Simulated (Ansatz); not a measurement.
Species: C2HO, charge 0, multiplicity 2. It need not be the lowest isomer of its formula. 
Structure (B3LYP-D3(BJ)/def2-TZVP (Ansatz, an electronic-structure program) minimum search):
```
C
O 1 1.3070
C 1 1.3471 2 78.48
H 1 1.0804 2 129.45 3 -180.00
```
Charge 0, spin multiplicity 2.

Basis-set convergence of Hartree-Fock and CCSD(T) correlation energies (hartree) with Ansatz. Correlated levels leave the core frozen unless marked. UHF or UKS for open shells. Spin-orbit coupling is left out. Non-relativistic.

```json
[
 {"basis": "aug-cc-pVDZ", "functions": "78", "E(HF)": "-151.01768", "E(corr, CCSD(T))": "-0.46742"},
 {"basis": "aug-cc-pVTZ", "functions": "161", "E(HF)": "…", "E(corr, CCSD(T))": "…"}
]
```

**Question.** What belongs in the gaps?

**Answer.** 
- aug-cc-pVTZ, E(HF): -151.05210
- aug-cc-pVTZ, E(corr, CCSD(T)): -0.55641
